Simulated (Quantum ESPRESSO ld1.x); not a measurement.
Values are calculated unless marked as measured or tabulated.
Q: The aim is neutral barium in [Xe] 6s2. This ld1.x (Quantum ESPRESSO 7.5) run was made with `OMP_NUM_THREADS=1 ld1.x < ld1.in > ld1.out`. Can the result be used? Name any fault.

```
 &input
    zed=56.0,
    iswitch=1,
    rel=1,
    lsd=2,
    dft='PW',
    config='[Xe] 6s2',
    prefix='ld1',
    max_out_wfc=37,
    file_charge='ld1.rho',
 /
```

Output (excerpt):

```
     Program LD1 v.7.5 starts

 %%%%%%%%%%%%%%%%%%%%%%%%%%%%%%%%%%%%%%%%%%%%%%%%%%%%%%%%%%%%%%%%%%%%%%%%%%%%%%
     Error in routine ld1_readin (1):
     lsd not correct
 %%%%%%%%%%%%%%%%%%%%%%%%%%%%%%%%%%%%%%%%%%%%%%%%%%%%%%%%%%%%%%%%%%%%%%%%%%%%%%

     stopping ...
```

A: No (refused). The line at issue: lsd=2. The program stops in ld1_readin with "lsd not correct": lsd takes 0 or 1. The sound input gives -8129.311 hartree.
